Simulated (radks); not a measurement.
Values are calculated unless marked as measured or tabulated.
Question: Successive ionisation energies (eV) of one element, from differences of total energies of ions in their ground configurations, starting at charge 64: 15497.9, 15829.8, 16162.8, 17906.2, 18280.0, 18826.8, 19116.5, 77256, 78419. Level of theory: Dirac Kohn-Sham, PBE, spin-unpolarised, spherical densities, point nucleus; open shells fill j = l - 1/2 first (a radial shooting solver on a logarithmic mesh with Libxc functionals). Which element is it?

Answer: Tantalum (Z = 73). The first species listed is Ta64+ in [He] 2s2 2p5, the last Ta72+ in 1s1.
